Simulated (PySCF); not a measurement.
CH3O3S, SMILES CS(=O)(=O)[O-], charge -1. Heavy atoms are numbered as in [O:1]=[S:2](=[O:3])([O-:4])[CH3:5]. Hydrogens are named by the atom that carries them.

Geometry optimised at PBE0-D3(BJ)/def2-SVPD.

All values below come from PySCF with KT2/pcSseg-1.

GIAO shieldings, no solvent; atoms alike by connectivity are averaged. δ = σ(ref) − σ: ¹⁷O against H2O (σ = 330.4 ppm); ³³S against H2S (σ = 723.0 ppm); ¹³C against TMS (σ = 185.1 ppm); ¹H against TMS (σ = 31.47 ppm), references at their B3LYP-D3(BJ)/def2-TZVP geometries, non-relativistic.

Computed chemical shifts:
```csv
nucleus,atoms,count,δ (ppm)
¹⁷O,O1,3,252.1
³³S,S2,1,518.1
¹³C,C5 (CH3),1,45.6
¹H,H on C5,3,2.06
```
